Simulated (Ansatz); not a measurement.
C6H18N2O2Zr (`C[O][Zr]([O]C)([N](C)C)[N](C)C`), relaxed with RKS PBE0-D4/def2-TZVP in Ansatz 0.2.0 from a GFN2-xTB geometry. The force threshold is 0.005 eV/Å; the program also tests the step.

Charge 0, multiplicity 1. Zr: def2 effective core potential.

Start:

```xyz
29

C    -2.133   -0.022    1.888
O    -1.863    0.004    0.523
Zr   -0.016    0.024    0.040
O     0.848    1.459    0.958
C     0.311    2.723    0.731
N     0.104    0.168   -1.978
C    -0.780    1.210   -2.477
C     1.479    0.455   -2.362
N     0.952   -1.693    0.510
C     0.193   -2.829    0.006
C     1.112   -1.802    1.952
H    -1.306    0.429    2.480
H    -2.299   -1.058    2.240
H    -3.054    0.547    2.102
H    -0.781    2.675    0.525
H     0.462    3.361    1.619
H     0.814    3.223   -0.120
H    -0.465    2.229   -2.154
H    -0.796    1.215   -3.582
H    -1.802    1.017   -2.121
H     1.584    0.459   -3.461
H     2.136   -0.326   -1.954
H     1.826    1.449   -1.996
H     0.066   -2.723   -1.080
H    -0.811   -2.915    0.483
H     0.729   -3.774    0.204
H     0.138   -1.921    2.482
H     1.727   -2.682    2.212
H     1.624   -0.904    2.327
```

| step | energy (eV) | largest force (eV/Å) | largest move (Å) |
| --- | --- | --- | --- |
| 1 | -14863.0363 | 1.385 | 0.000 |
| 2 | -14863.5760 | 0.555 | 0.193 |
| 3 | -14863.7534 | 0.330 | 0.193 |
| 4 | -14863.8705 | 0.351 | 0.200 |
| 5 | -14863.9901 | 0.272 | 0.196 |
| 6 | -14864.0870 | 0.121 | 0.200 |
| 7 | -14864.1525 | 0.254 | 0.195 |
| 8 | -14864.2100 | 0.179 | 0.193 |
| 9 | -14864.2500 | 0.330 | 0.191 |
| 10 | -14864.2608 | 0.766 | 0.195 |
| 11 | -14864.2917 | 0.193 | 0.112 |
| 14 | -14864.3233 | 0.251 | 0.141 |
| 17 | -14864.3314 | 0.059 | 0.074 |
| 20 | -14864.3344 | 0.083 | 0.070 |
| 23 | -14864.3370 | 0.048 | 0.067 |
| 26 | -14864.3392 | 0.022 | 0.053 |
| 29 | -14864.3412 | 0.035 | 0.099 |
| 32 | -14864.3427 | 0.013 | 0.019 |
| 35 | -14864.3446 | 0.035 | 0.094 |
| 38 | -14864.3468 | 0.046 | 0.079 |
| 41 | -14864.3484 | 0.063 | 0.098 |
| 44 | -14864.3499 | 0.047 | 0.112 |
| 47 | -14864.3506 | 0.018 | 0.075 |
| 50 | -14864.3510 | 0.013 | 0.049 |
| 53 | -14864.3512 | 0.014 | 0.018 |
| 56 | -14864.3513 | 0.005 | 0.010 |
| 58 | -14864.3513 | 0.005 | 0.005 |

End:

```xyz
29

C    -3.173    0.382    1.542
O    -1.992    0.481    0.824
Zr   -0.171    0.386    0.163
O     0.991    1.768    0.873
C     1.851    2.554    1.620
N    -0.167    0.449   -1.876
C    -1.281    0.043   -2.695
C     0.931    0.967   -2.651
N     0.610   -1.441    0.662
C     1.088   -2.523   -0.154
C     0.717   -1.723    2.071
H    -3.253    1.187    2.282
H    -3.236   -0.576    2.072
H    -4.038    0.454    0.872
H     1.299    3.155    2.354
H     2.580    1.940    2.163
H     2.406    3.243    0.972
H    -1.666    0.876   -3.303
H    -1.003   -0.765   -3.388
H    -2.106   -0.322   -2.077
H     1.334    0.210   -3.342
H     1.750    1.288   -2.000
H     0.631    1.835   -3.258
H     0.991   -2.274   -1.213
H     0.524   -3.452    0.026
H     2.148   -2.749    0.044
H     0.129   -2.607    2.363
H     1.758   -1.904    2.380
H     0.348   -0.882    2.673
```

Run time 89 s (10 threads of an AMD EPYC 7R13 on a shared host and a whole NVIDIA H100 80 GB); peak host memory 2.5 GiB.
